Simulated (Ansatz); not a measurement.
System: sum formula Si2H5Cl, charge 0, multiplicity 1. SMILES: [SiH3][SiH2]Cl
Geometry from a B3LYP-D3(BJ)/def2-TZVP (Ansatz, a program for electronic structure) optimisation:
```xyz
8

Si    -1.8389    -0.3520     0.1356
Si     0.4719    -0.7234     0.0485
Cl     1.4291     1.1058    -0.1906
H     -2.2873     0.2871    -1.1232
H     -2.5446    -1.6459     0.3062
H     -2.1572     0.5330     1.2799
H      0.9808    -1.3367     1.2956
H      0.8513    -1.5815    -1.0961
```
Charge 0, spin multiplicity 1.

Computed values are from Ansatz. Correlated levels leave the core frozen unless marked. UHF or UKS for open shells. No spin-orbit coupling. Non-relativistic. CBS(X,Y): correlation extrapolated as X^-3; Hartree-Fock from the larger set (for Q and 5 zeta extrapolated as (X+1)exp(-9√X)). [CCSD(T)-MP2]/basis is that difference in the basis named.

**Question.** What is the atomisation energy De at CCSD(T)/CBS(cc-pV(Q+d)Z,cc-pV(5+d)Z)?

**Answer.** 2307.4 kJ/mol.

**Question.** What is the dipole moment at CCSD(T)/aug-cc-pV(D+d)Z?

**Answer.** 1.46 D.

**Question.** What is the total energy at CCSD(T)/CBS(cc-pV(Q+d)Z,cc-pV(5+d)Z)?

**Answer.** -1040.9656 Eh.

**Question.** What is the vertical triplet-singlet gap at RI-MP2/CBS(aug-cc-pV(T+d)Z,aug-cc-pV(Q+d)Z)+[CCSD(T)-MP2]/aug-cc-pV(T+d)Z?

**Answer.** 5.88 eV.

**Question.** What is the T1 diagnostic at CCSD/cc-pV(5+d)Z?

**Answer.** 0.011.
